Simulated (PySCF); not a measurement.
Compound: Br₂ClGa.
Cartesian coordinates in Å at the PBE0-D3(BJ)/def2-SVP level; atoms count from 1:
```xyz
4
Br2ClGa angstrom
Cl    -1.2381   -1.7256   -0.3310
Ga    -0.0103   -0.0201   -0.0100
Br     1.2049    0.8121   -1.7258
Br     0.0593    0.9099    2.0485
```

Level of theory: PBE0-D3(BJ)/def2-SVP geometry optimisation, gas phase (PySCF).

Which atoms are bound to Ga2, and at what distances?

3 atoms: Cl1 2.126 Å, Br4 2.260 Å, Br3 2.261 Å.

List the angles at Ga2.

```
      angle  degrees  distance of the outer atoms (Å)
Br3–Ga2–Br4    121.5                             3.95
Cl1–Ga2–Br3    119.4                             3.79
Cl1–Ga2–Br4    119.0                             3.78
```

What is the shape at Ga2?

Planar: angles 121.5°, 119.4° and 119.0°, sum 360.0°, 0.00 Å off the plane of its three neighbours.

What are the rotational constants (commonest isotopes, rigid rotor)?

A = 1619, B = 822.7, C = 545.5 MHz: an asymmetric top.

Point group: C2v (every atom within 0.08 Å of its image). Charge 0, singlet. Stationary, but not proved a minimum.
